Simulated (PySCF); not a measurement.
Numbering as in the mapped SMILES `[CH:1]#[C:2][C:3]1=[C:4]([CH2:5][SiH2:6][Cl:7])[CH:8]=[CH:9][CH2:10]1`. Each H is labelled by its parent atom.

PySCF 2.14 calculation with shielding tensors at PBE0/pcSseg-1 (GIAO) and GFN2-xTB geometry; fast rotation and ring inversion assumed for equivalent nuclei, relativity neglected, no solvent, single conformer.

Scale: TMS for 13C (σref 186.93) (reference shieldings calculated alike).

Do the 13C shifts follow the atomic charges (in e)? Tabulate both.

Results:


```json
{"atoms": "C4", "hybridisation": "sp2", "δ (ppm)": "156.5", "σ para (ppm)": "-229", "Hirshfeld": "+0.01", "IAO": "+0.02", "Mulliken": "-0.21", "ESP-fitted": "+0.15"}
{"atoms": "C9", "hybridisation": "sp2", "δ (ppm)": "144.3", "σ para (ppm)": "-214", "Hirshfeld": "-0.04", "IAO": "-0.14", "Mulliken": "-0.13", "ESP-fitted": "-0.20"}
{"atoms": "C8", "hybridisation": "sp2", "δ (ppm)": "142.5", "σ para (ppm)": "-207", "Hirshfeld": "-0.06", "IAO": "-0.17", "Mulliken": "-0.02", "ESP-fitted": "-0.31"}
{"atoms": "C3", "hybridisation": "sp2", "δ (ppm)": "127.1", "σ para (ppm)": "-201", "Hirshfeld": "-0.01", "IAO": "-0.05", "Mulliken": "-0.33", "ESP-fitted": "+0.13"}
{"atoms": "C1", "hybridisation": "sp", "δ (ppm)": "96.1", "σ para (ppm)": "-171", "Hirshfeld": "-0.12", "IAO": "-0.25", "Mulliken": "-0.44", "ESP-fitted": "-0.34"}
{"atoms": "C2", "hybridisation": "sp", "δ (ppm)": "84.1", "σ para (ppm)": "-142", "Hirshfeld": "-0.05", "IAO": "-0.03", "Mulliken": "+0.44", "ESP-fitted": "-0.15"}
{"atoms": "C10", "hybridisation": "sp3", "δ (ppm)": "51.1", "σ para (ppm)": "-114", "Hirshfeld": "-0.07", "IAO": "-0.27", "Mulliken": "-0.06", "ESP-fitted": "-0.15"}
{"atoms": "C5", "hybridisation": "sp3", "δ (ppm)": "23.9", "σ para (ppm)": "-87", "Hirshfeld": "-0.16", "IAO": "-0.55", "Mulliken": "-0.37", "ESP-fitted": "-0.48"}
```

Correlation coefficients of δ with charge over these carbons: Hirshfeld +0.77, IAO +0.78, Mulliken +0.01, ESP-fitted +0.57; with the paramagnetic shielding -0.99. Among the 4 sp2 carbons alone: Hirshfeld +0.18, IAO +0.26, Mulliken +0.44, ESP-fitted -0.03. With so few points, grouped by hybridisation, these coefficients are fragile. Charge is one influence among several: hybridisation and low-lying excitations act through the paramagnetic term.

Shifts are as computed. Against solution values, carbons near 30 ppm lie about +3 ppm off and those near 130 ppm about +5 ppm. Of 1309 compounds with measured shifts, 239 miss one by over three times the rms of a fit or turn the order of signals round; such compounds aren't used in these exercises.
